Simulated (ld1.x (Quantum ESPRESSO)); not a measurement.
**What one change does to a pseudopotential (iodine (I), TM semilocal)**

* Element: I (Z = 53)
* Generator: ld1.x (Quantum ESPRESSO) 7.5
* Type: norm-conserving Troullier–Martins (semilocal form)
* Functional: PBE
* Relativity: scalar-relativistic
* Frozen core: [Kr] 4d10
* Valence charge: 7
* Reference configuration: 5s2 5p5
* Partial waves: 5p (bound): rc 1.80 bohr; 5s (bound): rc 1.40 bohr
* Local potential: the s channel
* Core correction: none

All-electron outer shells of the reference configuration (PBE, scalar-relativistic, ld1.x):

```json
{"shell": "4p", "level (eV)": "-127.57", "outermost node (bohr)": "0.37", "outermost maximum (bohr)": "0.72"}
{"shell": "4d", "level (eV)": "-50.28", "outermost node (bohr)": "0.35", "outermost maximum (bohr)": "0.78"}
{"shell": "5s", "level (eV)": "-17.41", "outermost node (bohr)": "0.88", "outermost maximum (bohr)": "1.70"}
{"shell": "5p", "level (eV)": "-7.09", "outermost node (bohr)": "0.96", "outermost maximum (bohr)": "2.02"}
```

Change: wave 5s (bound): rc 1.40 bohr becomes 5s (bound): rc 1.68 bohr.

Cutoffs: the cutoffs (Ry, on a coarse ladder) from which the occupation-weighted sum of valence levels, in a spherical-Bessel basis at the reference potential, stays within 10 and 1 mRy of its value at 400 Ry; they do not see the model core or the augmentation charge, which bear on the density cutoff. Errors are all-electron minus pseudo energies relative to the spin-unpolarised reference configuration.

How do hardness, ghosts and transferability respond?

The potential gets softer (70 Ry and 140 Ry → 35 Ry and 70 Ry); of the 7 tests that both files solve, the error grows in 4 and shrinks in 1 by more than 15 % and 0.3 meV (median size 9.8 → 4.1 meV); the range in which the s phases agree widens (upper end 1.4 → 4.4); neither file shows a bound ghost. A larger radius leaves more room for a smooth pseudo-wave, so fewer plane waves are needed. A semilocal file is local in each channel, so a ghost entry of none says nothing of the separable form that plane-wave codes build from it.

| quantity | base | changed |
| --- | --- | --- |
| cutoff, loose | 70 Ry | 35 Ry |
| cutoff, tight | 140 Ry | 70 Ry |
| loose cutoff by channel (10 mRy a level) | p 12 Ry, s 40 Ry | p 12 Ry, s 25 Ry |
| bound ghosts | none | none |
| error for 5s2 5p4, meV [ΔE 11.13 eV] | -3.1 | -4.1 |
| error for 5s2 5p3, meV [ΔE 30.98 eV] | -9.8 | -17 |
| error for 5s2 5p2, meV [ΔE 60.31 eV] | -19 | -45 |
| error for 5s2 5p5.3, meV [ΔE -1.78 eV] | +0.5 | +0.4 |
| error for 5s1 5p6, meV [ΔE 10.41 eV] | +11 | +2.8 |
| error for 5s2 5p1, meV [ΔE 99.73 eV] | -12 | -86 |
| error for 5s2 5p4.5, meV [ΔE 4.53 eV] | -1.2 | -1.4 |
| s: phases at 1.96 bohr within 0.05 rad from the reference energy up to (Ry; the scan ends near 5) | 1.4 | 4.4 |
| p: phases at 1.96 bohr within 0.05 rad from the reference energy up to (Ry; the scan ends near 5) | 4.4 | 4.4 |
